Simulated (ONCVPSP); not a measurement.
# rubidium: ONCV pseudisation with PBE, scalar-relativistic reference atom.

* Element: rubidium
* Generator: ONCVPSP 4.0.1
* Type: optimised norm-conserving Vanderbilt (ONCV)
* Functional: PBE
* Relativity: scalar-relativistic
* Frozen core: [Ar] 3d10 4s2
* Valence charge: 7
* Reference configuration: 4p6 5s1
* Partial waves: 5s: rc 3.50 bohr, ncon 3, nbas 7, qcut 1.5 1/bohr, 2 projectors, debl 1.2 Ha; 4p: rc 2.20 bohr, ncon 4, nbas 7, qcut 5.5 1/bohr, 3 projectors, debl 3.5 Ha; d scattering state at 0.31 Ha: rc 2.20 bohr, ncon 4, nbas 7, qcut 3.7 1/bohr, local
* Local potential: the d channel
* Core correction: Teter function, fcfact 4, rcfact 1.65

(1) Estimate the cutoffs (Ha) at which the residual kinetic energy of the hardest occupied pseudo-wave falls to 1 and 0.1 mHa per electron.

(2) What does a ghost test show?

(3) Which valence shell sets the plane-wave cutoff?

(4) Tests: 4p6 5s0; 4p6 5s0.5; 4p6 5s0 5p1; 4p5 5s1. Which has the largest error in its energy relative to the reference configuration, and how large is it?

Results:

(1) 6.4 Ha and 7.9 Ha.

(2) Ghosts flagged at negative energy: s at -4.5 eV; no localised positive-energy state flagged. A true bound ghost makes a file unfit for plane-wave use.

(3) 4p: 6 Ha for 1 mHa per electron, against 1 Ha for 5s.

(4) 4p5 5s1, with -133 meV (all-electron minus pseudo) on +21.14 eV.
